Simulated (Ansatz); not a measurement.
GaCl2F, 4 atoms. Hardware: 4 threads of Arm Neoverse V1 on a shared host.

Correlated methods freeze 20 core orbitals; core or outer-core shells of Ga are correlated, in sets that lack core-valence functions.

How many basis functions does each of these Ansatz runs have, and roughly what does it cost? PBE0-D4/def2-SVP, charge 0 singlet, energy, from earlier orbitals; revPBE-D4/def2-TZVP, charge 0 singlet, energy, from earlier orbitals; PBE0-D4/def2-SVP, charge -1 doublet at the geometry of the charge 0 singlet, energy with a search over starts; HSE06-D4/def2-TZVP, charge 0 singlet, energy, from earlier orbitals; r2SCAN-D4/def2-SVP, charge 0 singlet, relaxation, 4 steps; PBE0-D4/def2-SVP, charge 1 doublet at the geometry of the charge 0 singlet, energy with a search over starts; LC-ωPBE (ω = 0.15 bohr⁻¹)/def2-TZVP, charge 1 doublet at the geometry of the charge 0 singlet, energy, from earlier orbitals; LC-ωPBE (ω = 0.10 bohr⁻¹)/def2-TZVP, charge -1 doublet at the geometry of the charge 0 singlet, energy, from earlier orbitals; ωB97X-V/def2-TZVP, charge 0 singlet, energy, from earlier orbitals; PBE-QIDH/def2-TZVP, charge 0 singlet, energy, from earlier orbitals; PBE-D4/def2-TZVP, charge 0 singlet, energy and forces, from earlier orbitals; B2PLYP/def2-TZVP, charge 0 singlet, energy, from earlier orbitals.

Other jobs shared the machine, so times can vary by a factor of up to 3. A dash marks memory too small to be measured apart from the calling script's.

| run | functions | fitting or Cholesky vectors | wall time | peak host memory (GiB) |
| --- | --- | --- | --- | --- |
| PBE0-D4/def2-SVP, charge 0 singlet, energy, from earlier orbitals | 82 | 762 | 0.8 s | – |
| revPBE-D4/def2-TZVP, charge 0 singlet, energy, from earlier orbitals | 153 | 1036 | 0.95 s | – |
| PBE-D4/def2-TZVP, charge 0 singlet, energy and forces, from earlier orbitals | 153 | 1036 | 1.1 s | – |
| HSE06-D4/def2-TZVP, charge 0 singlet, energy, from earlier orbitals | 153 | 1105 | 1.6 s | – |
| PBE0-D4/def2-SVP, charge -1 doublet at the geometry of the charge 0 singlet, energy with a search over starts | 82 | 762 | 2 s | – |
| PBE-QIDH/def2-TZVP, charge 0 singlet, energy, from earlier orbitals | 153 | 958 | 2.4 s | – |
| B2PLYP/def2-TZVP, charge 0 singlet, energy, from earlier orbitals | 153 | 958 | 2.5 s | – |
| LC-ωPBE (ω = 0.10 bohr⁻¹)/def2-TZVP, charge -1 doublet at the geometry of the charge 0 singlet, energy, from earlier orbitals | 153 | 1036 | 3.1 s | – |
| ωB97X-V/def2-TZVP, charge 0 singlet, energy, from earlier orbitals | 153 | 1085 | 3.1 s | – |
| PBE0-D4/def2-SVP, charge 1 doublet at the geometry of the charge 0 singlet, energy with a search over starts | 82 | 762 | 3.6 s | – |
| LC-ωPBE (ω = 0.15 bohr⁻¹)/def2-TZVP, charge 1 doublet at the geometry of the charge 0 singlet, energy, from earlier orbitals | 153 | 1036 | 6 s | – |
| r2SCAN-D4/def2-SVP, charge 0 singlet, relaxation, 4 steps | 82 | 893 | 6.5 s | – |
